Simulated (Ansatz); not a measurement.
A geometry relaxed with r2SCAN-D4/def2-TZVP (Ansatz, a first-principles code), charge 0, multiplicity 1:

```xyz
8

Ga     0.0491     0.6189     0.2511
N     -1.5603    -0.1603    -0.0654
N      1.5176    -0.3691    -0.1539
H      2.4550    -0.0072    -0.1049
H      0.1630     2.0476     0.8314
H     -2.4351     0.2544     0.2084
H     -1.6799    -1.1134    -0.3662
H      1.4906    -1.2708    -0.6004
```

Task: Write the SMILES of this molecule.

Result: `[NH2][GaH][NH2]`
